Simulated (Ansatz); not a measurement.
A structure relaxed at PBE0-D4/def2-TZVP, charge 0, multiplicity 1:

Cartesian coordinates in Å:
```
C -0.056 -1.824 -1.268
C 0.835 -0.614 -0.974
Mg 0.118 0.747 0.461
C -0.605 2.094 1.885
H -1.043 -1.527 -1.639
H 0.372 -2.494 -2.023
H -0.231 -2.433 -0.375
H 1.826 -0.961 -0.652
H 1.023 -0.064 -1.905
H -1.011 1.581 2.763
H -1.407 2.722 1.483
H 0.179 2.770 2.244
```

**Question.** Give its formula and SMILES.

**Answer.** C3H8Mg, `C[CH2][Mg][CH3]`.

**Question.** Summarise the bond lengths by kind.

**Answer.** 1 × C–C 1.531 Å; 8 × C–H 1.095 to 1.098 Å; 2 × C–Mg 2.089 to 2.104 Å.

Results of the Gaussian-basis code of Ansatz.
